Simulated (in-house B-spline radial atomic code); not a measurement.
## How G0W0 and RPA depend on the start: Tc XXXIV (Tc33+)

Configuration [He] 2s2 2p6. Computed with an all-electron radial atomic-structure program (B-spline basis): all electrons, non-relativistic, point nucleus, each spin shell either full or empty, empty states to l = 9 with an (l + 1/2)⁻⁴ tail; G0W0 by contour deformation at full frequency.

Without relativity these are model numbers: it shifts the levels of so heavy an element strongly and can reorder them.

```csv
start,mean-field 2p (eV),G0W0 (eV),QP weight,RPA correlation (Eh)
Hartree-Fock,-4496.36,?,?,?
PBE,-4407.86,?,?,?
r2SCAN0,-4438.27,-4494.63,0.998,-0.63369
HSE06,-4429.58,-4494.79,0.998,-0.63617
```

Task: What G0W0 level, weight and RPA correlation energy follow from the PBE start?

Result: G0W0 level -4494.76 eV, weight 0.998, RPA correlation -0.6404 hartree.

Task: What G0W0 level, weight and RPA correlation energy follow from the Hartree-Fock start?

Result: G0W0 level -4494.75 eV, weight 0.998, RPA correlation -0.62371 hartree.

Task: How much of the dependence on the start does G0W0 remove?

Result: The mean-field levels span 88.5 eV and the G0W0 levels 0.157 eV. Against 4505 ± 2.5 eV (NIST, semi-empirical) the G0W0 removal energies are off by -10.37 to -10.21 eV, with relativity, Breit and QED terms left out.
